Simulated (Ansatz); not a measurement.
Series GeX4: PBE-D4/def2-SVP single points in Ansatz on relaxed structures, gas phase. Binding counts from free atoms in the multiplicity of their measured ground term, without zero-point energy. The structures are stationary points that may keep the symmetry of their start.

Question: Estimate the order by binding per atom (eV), lowest first.
A. GeF4 (singlet)
B. Ge(OH)4 (GeO4H4) (singlet)
C. Ge(SiH3)4 (Si4GeH12) (singlet)
D. GeCl4 (singlet)
E. Ge(eta1-allyl)4 (C12H20Ge) (singlet)
F. Ge(NCO)4 (GeC4N4O4) (singlet)
G. GeH4 (singlet)

Answer: G (2.49), C (2.91), D (2.98), B (3.91), A (4.09), E (4.44), F (5.93).

In full:

```tsv
species	atoms	state	geometry	HOMO (eV)	LUMO (eV)	gap (eV)	binding per atom (eV)	point group (within 0.1 Å)
GeF4	5	singlet	B3LYP-D4/def2-SVP	-10.12	-2.90	7.22	4.09	Td
GeH4	5	singlet	B3LYP-D4/def2-TZVP	-8.29	0.73	9.02	2.49	Td
GeCl4	5	singlet	PBE-D4/def2-SVP	-8.00	-3.36	4.64	2.98	Td
Ge(OH)4 (GeO4H4)	9	singlet	PBE-D4/def2-SVP	-7.01	-1.07	5.95	3.91	–
Ge(NCO)4 (GeC4N4O4)	13	singlet	PBE-D4/def2-SVP	-7.65	-2.19	5.46	5.93	–
GeMe4 (C4H12Ge)	17	singlet	PBE-D4/def2-SVP	-6.74	0.59	7.32	3.88	Td
Ge(SiH3)4 (Si4GeH12)	17	singlet	r2SCAN-D4/def2-SVP	-6.86	-0.83	6.02	2.91	–
Ge(eta1-allyl)4 (C12H20Ge)	33	singlet	r2SCAN-D4/def2-SVP	-5.52	-0.94	4.58	4.44	–
```

The gap (eV) runs from 4.58 (Ge(eta1-allyl)4) to 9.02 (GeH4).
